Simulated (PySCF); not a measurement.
Electronic absorption of C8H12OSSi

Species: C8H12OSSi.
Atom-mapped SMILES: `[CH3:1][O:2][C@H:3]1[CH2:4][Si@@H:5]([c:6]2[cH:7][cH:8][cH:9][s:10]2)[CH2:11]1` (hydrogens: H12, H13, H14 on C1; H15 on C3; H16, H17 on C4; H18 on Si5; H19 on C7; H20 on C8; H21 on C9; H22, H23 on C11)

Method: TDDFT wB97X-D/def2-SVPD, vertical, gas phase, core orbitals frozen in the response in PySCF 2.14.0, density-fitted response routines. Geometry: PBE0-D3(BJ)/def2-SVP, one conformer, isolated molecule. Torsions of this conformer, `[CH3:1][O:2][C@H:3]1[CH2:4][Si@@H:5]([c:6]2[cH:7][cH:8][cH:9][s:10]2)[CH2:11]1`: C1–O2–C3–C4 176°, C4–Si5–C6–C7 44°.

```csv
state,E (eV),E (hartree),f,"main configurations (H = HOMO, L = LUMO)"
S1,5.46,0.2006,0.284,H→L (87%)
S2,5.71,0.2098,0.074,H-1→L (81%)
S3,6.48,0.2383,0.0029,"H→L+1 (53%), H→L+2 (17%)"
S4,6.61,0.2428,0.0003,"H-1→L+1 (55%), H-1→L+2 (15%)"
S5,6.74,0.2477,0.0082,"H-2→L (57%), H-4→L (21%)"
S6,6.99,0.2567,0.0006,"H→L+2 (32%), H→L+1 (21%), H→L+5 (16%)"
S7,7.08,0.2603,0.110,"H→L+3 (53%), H→L+2 (13%)"
S8,7.29,0.2678,0.100,"H-3→L (38%), H-6→L (13%), H-1→L+3 (12%)"
S9,7.30,0.2683,0.014,"H-2→L+4 (27%), H→L+4 (22%), H-2→L+2 (17%)"
S10,7.36,0.2705,0.0070,"H-1→L+2 (32%), H-1→L+1 (21%), H-1→L+4 (10%)"
```

Triplets (Tamm–Dancoff): T1 3.70 eV, H→L (84%); T2 4.45 eV, H-1→L (94%); T3 5.73 eV, H→L+3 (35%), H→L+6 (22%), H→L+2 (8%); T4 6.24 eV, H→L+1 (50%), H→L+2 (16%).

The lowest singlet lies at 5.46 eV (227 nm, ultraviolet) and is strong; its leading configuration is HOMO→LUMO (87%). The lowest level is also the most intense of those listed (f = 0.284). Löwdin shares by element: HOMO carbon 69% or more (atoms not listed hold the other 31%); LUMO carbon 54% or more, sulfur 20% (atoms not listed hold the other 26%). Weighted by f, the mean energy of these states is 6.18 eV. Of the 10 states listed, 5 reach f = 0.01 and 1 stays under 0.0005. Orbital energies (eV): HOMO-3 -10.32, HOMO-2 -9.25, HOMO-1 -9.19, HOMO -8.68, LUMO 0.77, LUMO+1 2.09, LUMO+2 2.22. Singlets were solved by full linear response, triplets in the Tamm–Dancoff approximation.

Time: 83 s wall, 3.0 min CPU; peak memory 2.0 GiB. Hardware: an Intel Xeon Platinum 8488C with 2 threads, no GPU, shared host with 96 logical CPUs at a one-minute load of 25.
